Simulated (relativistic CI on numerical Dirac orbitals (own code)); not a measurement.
One change at a time: Rh23+

Base calculation: Dirac-Coulomb-Breit CI, orbitals from a KLI potential per configuration, model QED, unscaled Slater integrals.

Configurations in the expansion (outside the closed core [Ne]): 3s²3p⁶3d⁴, 3s²3p⁵3d⁵, 3s3p⁶3d⁵, 3s²3p⁶3d³4s, 3s²3p⁶3d³4p, 3s²3p⁶3d³4d, 3s²3p⁶3d³4f, 3s²3p⁵3d⁴4s, 3s²3p⁶3d²4s4p, 3s3p⁶3d⁴4s, 3s²3p⁶3d³5s, 3p⁶3d⁶, 3p⁵3d⁷, 3s²3p⁶3d²4s², 3s²3p⁶3d4s²4p, 3s²3p⁶3d4s²4d, 3s²3p⁶3d4s²4f, 3s²3p⁶3d²4p², 3s²3p⁶3d4s4p², 3s²3p⁶3d4p³, 3s²3p⁶3d4p²4d, 3s²3p⁶3d4p²4f. Double excitations out of closed p, d and f shells are left out; levels of such configurations are missing from the list, as are those of other unlisted configurations, and high levels can miss mixing partners. These lack a partner that the ground configuration has and come out too high: 3s²3p⁵3d⁴4s.

Variants: (1) P86 correlation estimate; (2) configuration mixing switched off; (3) Breit term removed. Shifts of the energy above 3s²3p⁶3d⁴ ⁵D0, in cm⁻¹, for the lowest level and the first level of each name with at least 55 % of one term (blank where a level changes its place among those of its configuration and J or its character, or is not in the variant):

| Level | Base | Δ(1) | Δ(2) | Δ(3) |
| --- | --- | --- | --- | --- |
| 3s²3p⁶3d⁴ ⁵D0 | 0.0 | 0.0 | 0.0 | 0.0 |
| 3s²3p⁶3d⁴ ⁵D1 | 17789.1 | -0.4 | -363.1 | +1459.7 |
| 3s²3p⁶3d⁴ ⁵D2 | 34159.3 | -0.4 | -394.1 | +2781.3 |
| 3s²3p⁶3d⁴ ⁵D3 | 47606.6 | -0.3 | -317.5 | +3811.7 |
| 3s²3p⁶3d⁴ ⁵D4 | 57293.9 | -0.2 | -255.8 | +4646.3 |
| 3s²3p⁶3d⁴ ³P0 | 91592.6 | +1.8 | +1452.2 | +1683.6 |
| 3s²3p⁶3d⁴ ³H4 | 98954.5 | -1.1 | -795.1 | +3554.8 |
| 3s²3p⁶3d⁴ ³G3 | 119962.6 | +0.7 | +580.4 | +2972.8 |
| 3s²3p⁶3d⁴ ³H5 | 122384.2 | -1.8 | -1383.4 | +5337.9 |
| 3s²3p⁶3d⁴ ³F2 | 125249.6 | +0.9 | +678.2 | +2698.4 |
| 3s²3p⁶3d⁴ ³P1 | 125608.9 | +1.3 | +941.9 | +3035.6 |
| 3s²3p⁶3d⁴ ³H6 | 131949.2 | -2.6 | -1961.2 | +6942.2 |
| 3s²3p⁶3d⁴ ³F3 | 162077.6 | +2.2 | +1693.3 | +4482.0 |
| 3s²3p⁶3d⁴ ³D3 | 171528.7 | +3.3 | +2868.4 | +4351.5 |

At this charge energies of transitions that change n are usually good to better than 1 %, and those within a shell (Δn = 0) to a few per cent. Terms inside the open d or f shell come out 10 to 20 % too wide with unscaled integrals.

Ionisation energy from the two ground configurations alone: base 1131.2 eV; P86 correlation estimate 1133.04 eV; Breit term removed 1131.66 eV. The NIST ASD value (theoretical) is 1131 eV.

LS names give the leading component of a level, which can be under half, so a name can repeat, a term be missing and a line seem to break the LS rules.
